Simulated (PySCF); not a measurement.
TiOCl2 (singlet state).
SMILES: `[O]=[Ti]([Cl])[Cl]`

The closed-shell ground state was solved at several levels (PySCF, density fitting, gas phase, non-relativistic). Isolated species at its PBE0-D3(BJ)/def2-SVP geometry, gas phase.

| level | basis functions | total energy (Eh) | HOMO (eV) | LUMO (eV) | gap (eV) | dipole (D) |
| --- | --- | --- | --- | --- | --- | --- |
| B3LYP/def2-SVPD | 111 | -1844.8789 | -9.17 | -4.45 | 4.72 | 0.64 |
| PBE0/pcSseg-1 (pcSseg-2 on Ti) | 138 | -1844.6632 | -9.43 | -4.02 | 5.41 | 0.55 |
| PBE/pcSseg-1 (pcSseg-2 on Ti) | 138 | -1844.6088 | -7.97 | -4.93 | 3.04 | 0.56 |

Task: Estimate the row for B3LYP/pcSseg-1 (pcSseg-2 on Ti), a basis of 138 functions; the other rows only guide the guess.

Result: Total energy -1845.3027 Eh, HOMO -9.12 eV, LUMO -4.37 eV, gap 4.75 eV, dipole 0.60 D.

Task: Over all these levels, which gives the widest orbital gap and which the narrowest?

Result: PBE0/pcSseg-1 (pcSseg-2 on Ti) (global hybrid, 25 % exact exchange) has the widest, 5.41 eV, and PBE/pcSseg-1 (pcSseg-2 on Ti) (GGA) the narrowest, 3.04 eV. The two share the basis. From the narrowest to the widest the HOMO moves by -1.46 eV and the LUMO by +0.91 eV.

Task: In the pcSseg-1 (pcSseg-2 on Ti) basis, how does the gap go with the fixed share of exact exchange?

Result: PBE (0 %) 3.04 eV; B3LYP (20 %) 4.75 eV; PBE0 (25 %) 5.41 eV. Each rise in the share widens the gap here.

Task: How far do the dipole and the HOMO energy spread over the levels?

Result: The dipole runs from 0.55 to 0.64 D (mean 0.59 D) and the HOMO from -9.43 to -7.97 eV.
